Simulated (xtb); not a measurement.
C3H4F2Si, SMILES FC(F)C#C[SiH3]. All values are semi-empirical tight-binding results from xtb (GFN2-xTB unless named), good for trends rather than for accurate numbers. Geometry optimised at GFN2-xTB. This is a generated structure with no PubChem entry under its InChIKey; it may be hypothetical.

Optimised geometry:

Bonded distances (Å): F1–C2 1.359, C2–F3 1.359, C2–C4 1.455, C2–H7 1.105, C4–C5 1.204, C5–Si6 1.856, Si6–H8 1.463, Si6–H9 1.462, Si6–H10 1.462. Bond angles (°): F1–C2–F3 106.3, F1–C2–C4 111.4, F1–C2–H7 107.7, F3–C2–C4 111.4, F3–C2–H7 107.7, C4–C2–H7 112.1, C2–C4–C5 178.3, C4–C5–Si6 179.5, C5–Si6–H8 106.9, C5–Si6–H9 107.1, C5–Si6–H10 107.1, H8–Si6–H9 111.7, H8–Si6–H10 111.7, H9–Si6–H10 112.1.
Charge 0, spin multiplicity 1.

```json
{
  "point_group_as_xtb_finds_it": "Cs",
  "orbital_gap": "5.29 eV",
  "dipole_moment": "3.54 D",
  "zero_point_energy": "33.9 kcal/mol",
  "G − E(el) at 298.15 K (modified RRHO)": "12.9 kcal/mol",
  "static polarisability (D4 model)": "64.7 bohr³",
  "solvation energy, GFN2-xTB/ALPB(water)": "-1.2 kcal/mol",
  "solvation energy, GFN2-xTB/ALPB(benzene)": "-3.5 kcal/mol"
}
```

**Question.** Give the atomic charges and the Wiberg bond orders between heavy atoms. (The exact figures need the calculation; the answer reports its results.)

**Answer.** charges (e) F1 -0.22, C2 0.33, F3 -0.22, C4 -0.04, C5 -0.11, Si6 0.46, H7 0.07, H8 -0.09, H9 -0.08, H10 -0.08. Bond orders F1–C2 0.94, C2–F3 0.94, C2–C4 1.01, C4–C5 2.86, C5–Si6 0.90.
